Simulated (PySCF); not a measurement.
Gd (gadolinium, neutral): BP86 calculation

Configuration: [Xe] 4f7 5d2 6s1, high-spin 11F determinant (an excited configuration). All numbers are calculated (PySCF 2.14, scalar relativity by spin-free X2C-1e, in x2c-TZVPPall).

```
Total energy                        : -11272.15 hartree
One-electron energy                 : -15406.21 hartree
Hartree (Coulomb) energy            : 4388.17 hartree
Exchange-correlation energy         : -254.11 hartree
⟨S²⟩                                : 30.0020
⟨L²⟩                                : 12.008
Sum of ⟨r⟩                          : 43.98 bohr
Sum of ⟨r²⟩                         : 77.28 bohr²
Langevin diamagnetic susceptibility : -61.2 ×10⁻⁶ cm³/mol
```

| shell | electrons | mean orbital energy (hartree) | spread (hartree) | rms radius, mean of both spins (bohr) |
| --- | --- | --- | --- | --- |
| 1s α | 1 | -1836.61252 | 0 | 0.0249 |
| 1s β | 1 | -1836.61183 | 0 | 0.0249 |
| 2s α | 1 | -303.19934 | 0 | 0.101 |
| 2s β | 1 | -303.19529 | 0 | 0.101 |
| 2p α | 3 | -270.32366 | 0 | 0.0906 |
| 2p β | 3 | -270.32046 | 0 | 0.0906 |
| 3s α | 1 | -67.20649 | 0 | 0.261 |
| 3s β | 1 | -67.11270 | 0 | 0.261 |
| 3p α | 3 | -56.97810 | 0 | 0.261 |
| 3p β | 3 | -56.88534 | 0 | 0.261 |
| 3d α | 5 | -43.21460 | 0.00004 | 0.240 |
| 3d β | 5 | -43.14209 | 0.00133 | 0.240 |
| 4s α | 1 | -13.55268 | 0 | 0.588 |
| 4s β | 1 | -13.32977 | 0 | 0.588 |
| 4p α | 3 | -10.16897 | 0 | 0.624 |
| 4p β | 3 | -9.94762 | 0 | 0.624 |
| 4d α | 5 | -5.42736 | 0.00144 | 0.686 |
| 4d β | 5 | -5.20867 | 0.00368 | 0.686 |
| 5s α | 1 | -1.80384 | 0 | 1.42 |
| 5s β | 1 | -1.67702 | 0 | 1.42 |
| 5p α | 3 | -0.97921 | 0 | 1.68 |
| 5p β | 3 | -0.87528 | 0 | 1.68 |
| 4f α | 7 | -0.32446 | 0.00040 | 0.976 |
| 6s α | 1 | -0.15103 | 0 | 4.28 |
| 5d α | 2 | -0.09065 | 0 | 3.34 |

Spin-orbit coupling, absent here, splits the open shell strongly.

Densities and radii are taken from the X2C orbitals without a picture-change correction, which distorts them close to the nucleus.
